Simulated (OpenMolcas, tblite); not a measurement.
A ladder of methods for BSiH3ClO (SMILES [SiH3]O[B]Cl)

BSiH3ClO: 7 atoms, total charge 0, spin state doublet. SMILES: `[SiH3]O[B]Cl`. The shape is that of a PBE0-D4/def2-TZVP optimisation. This is one conformer, not always the lowest.

```xyz
7

Si   -0.5730    0.7754    0.3748
O     0.0449   -0.6484   -0.2336
B     1.2562   -1.0421   -0.5966
Cl    1.6050   -2.6368   -1.2191
H    -1.2013    0.4568    1.6761
H     0.5156    1.7666    0.5412
H    -1.5863    1.2604   -0.5884
```

Quantity: the vertical ionisation energy (to the singlet cation), in eV. The values are calculated.

```json
{"level": "IPEA1-xTB", "kind": "semi-empirical", "program": "tblite", "value (eV)": "12.88", "less CCSD(T)/cc-pVDZ": "+4.96", "CPU time (all runs)": "under 2 s"}
{"level": "UHF/cc-pVDZ", "kind": "Hartree–Fock", "program": "OpenMolcas", "value (eV)": "8.24", "less CCSD(T)/cc-pVDZ": "+0.32", "CPU time (all runs)": "12 s"}
{"level": "USVWN5/cc-pVDZ", "kind": "LDA", "program": "OpenMolcas", "value (eV)": "8.03", "less CCSD(T)/cc-pVDZ": "+0.11", "CPU time (all runs)": "38 s"}
{"level": "UPBE/cc-pVDZ", "kind": "GGA", "program": "OpenMolcas", "value (eV)": "8.03", "less CCSD(T)/cc-pVDZ": "+0.11", "CPU time (all runs)": "56 s"}
{"level": "UM06-L/cc-pVDZ", "kind": "meta-GGA", "program": "OpenMolcas", "value (eV)": "8.11", "less CCSD(T)/cc-pVDZ": "+0.19", "CPU time (all runs)": "80 s"}
{"level": "UPBE0/cc-pVDZ", "kind": "global hybrid", "program": "OpenMolcas", "value (eV)": "8.30", "less CCSD(T)/cc-pVDZ": "+0.38", "CPU time (all runs)": "55 s"}
{"level": "ROCCSD(T)/cc-pVDZ", "kind": "coupled cluster or CI", "program": "OpenMolcas", "value (eV)": "7.92", "less CCSD(T)/cc-pVDZ": "0.00", "CPU time (all runs)": "64 s"}
```

Differences are taken from ROCCSD(T)/cc-pVDZ for orientation; it has basis-set and higher-order errors of its own. The values span 7.92 to 12.88 eV. The xTB values lack the empirical shift that such differences need. CPU times are rough (shared hosts, several kinds of processor and program).
